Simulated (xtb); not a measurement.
trisilylamine (H₉NSi₃), SMILES [SiH3]N([SiH3])[SiH3]. All values are semi-empirical tight-binding results from xtb (GFN2-xTB unless named), good for trends rather than for accurate numbers. Geometry: GFN2-xTB.

Optimised geometry:

```xyz
13

Si     0.2884     1.6422     0.4911
N      0.0225     0.0308    -0.1228
Si    -1.6078    -0.5113    -0.4248
Si     1.3128    -1.1402    -0.0301
H     -0.6829     2.5245    -0.1519
H      0.1115     1.6737     1.9475
H      1.6544     2.0268     0.1423
H     -2.3515     0.6171    -0.9807
H     -1.5359    -1.6116    -1.3833
H     -2.2379    -0.9666     0.8202
H      1.3720    -1.7352     1.3102
H      1.0429    -2.1731    -1.0273
H      2.5627    -0.4427    -0.3255
```

### Question
Estimate the properties. (Estimate from the structure and the level; the computed values follow.)

### Answer

```
Item                                              Value
----------------------------------------  -------------
point group as xtb finds it                         C3v
orbital gap                                     4.52 eV
dipole moment                                    0.44 D
zero-point energy                         48.6 kcal/mol
G − E(el) at 298.15 K (modified RRHO)     28.2 kcal/mol
static polarisability (D4 model)             99.4 bohr³
solvation energy, GFN2-xTB/ALPB(water)     0.9 kcal/mol
solvation energy, GFN2-xTB/ALPB(benzene)  -1.3 kcal/mol
```

### Question
Give the atomic charges and the Wiberg bond orders between heavy atoms. (The exact figures need the calculation; the answer reports its results.)

### Answer
charges (e) Si1 0.51, N2 -0.52, Si3 0.51, Si4 0.51, H5 -0.11, H6 -0.11, H7 -0.11, H8 -0.11, H9 -0.11, H10 -0.11, H11 -0.11, H12 -0.11, H13 -0.11. Bond orders Si1–N2 1.01, N2–Si3 1.01, N2–Si4 1.01.
